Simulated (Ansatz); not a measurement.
```yaml
crystal:
  periodic: [false, false, false]
  atoms:
    - {symbol: Li, position_ang: [1.212266, -0.490388, 0.280045]}
    - {symbol: Li, position_ang: [-1.212219, 0.490517, -0.279905]}
    - {symbol: Br, position_ang: [-0.797585, -1.287917, 1.196706]}
    - {symbol: Br, position_ang: [0.797538, 1.287788, -1.196847]}
basis:
  gaussian: {orbitals: x2c-TZVPPall, point_charges: [{charge: 0.50, position_ang: [3.843, -0.784, 0.575]}]}
magnetization: {spin_polarized: true, initial_magnetization: 0}
hamiltonian: {xc: {name: BLYP}}
scf: {lower_state_search: off}
output: {forces: true}
```

```sh
$ ansatz run in.yaml --threads 2 --pin off --events-out ev --progress --plain --max-ram 4352MiB
```

It prints (some lines left out):

```
Functional definition: BLYP
1046 factors; their error is unknown
mean field evaluation 1: about -142257.9214 eV, gradient 1.7e1 eV
mean field evaluation 2: about -142257.3896 eV, gradient 2.0e1 eV
mean field evaluation 4: about -142259.6735 eV, gradient 6.2e-1 eV
mean field evaluation 8: about -142259.6668 eV, gradient 1.0e-2 eV
mean field evaluation 16: about -142259.6668 eV, gradient 5.7e-6 eV
mean field -142259.66683287 eV, -5227.9463290426 hartree, gradient 5.7e-6 eV, S^2 0.000000; 0 other end points of the search recorded, 0 dependent functions left out
reference -142259.66714902 eV, -5227.9463406609 hartree; 38, 38 occupied and 96, 96 virtual orbitals, 1046 factors
Total energy: -142259.66714902 eV, -5227.9463406609 hartree
Relativity: scalar
Atom 0 at     1.212266    -0.490388     0.280045 Å, force    -0.777537     0.070487    -0.073704 eV/Å
Atom 1 at    -1.212219     0.490517    -0.279905 Å, force    -0.191944     0.022797     0.000168 eV/Å
Atom 2 at    -0.797585    -1.287917     1.196706 Å, force     0.167866    -0.138487     0.114991 eV/Å
Atom 3 at     0.797538     1.287788    -1.196847 Å, force     0.434365    -0.000134    -0.022574 eV/Å
Dipole moment:    -0.278748     0.084498    -0.063597 e Å
Checks for a lower state left out: stability, starts, cluster_reference, orbital_swaps, neighbouring_geometries, increment
```

Run time 2.4 s (2 threads of Arm Neoverse V1 on a shared host).

DK, ANO-RCC and x2c sets are all-electron and run with scalar relativity unless a key says otherwise.
